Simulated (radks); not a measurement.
Problem. Er50+, 18 electrons, occupied as [Ar]. All-electron calculation, scalar-relativistic Kohn-Sham, PBEsol, spin-polarised, spherical densities, finite nucleus; Fermi nuclear charge, rms radius 5.2516 fm. Program: a radial shooting solver on a logarithmic mesh with Libxc functionals. Some entries of the table are withheld. Estimate them.

orbital  occ.  eigenvalue (Ry)  r(max) (bohr)  <r> (bohr)
1s          2        -4462.938        0.01287         (1)
2s          2        -950.2517        0.07297         (2)
2p          6        -870.1808        0.05929         (3)
3s          2        -366.7524            (4)      0.2096
3p          6        -342.5902         0.1926      0.2053
3d          0        -318.2187         0.1533      0.1814
4s          0        -191.1220         0.3984      0.3961

Solution. 
(1) 1s <r> (bohr): 0.02038
(2) 2s <r> (bohr): 0.08571
(3) 2p <r> (bohr): 0.07592
(4) 3s r(max) (bohr): 0.1979
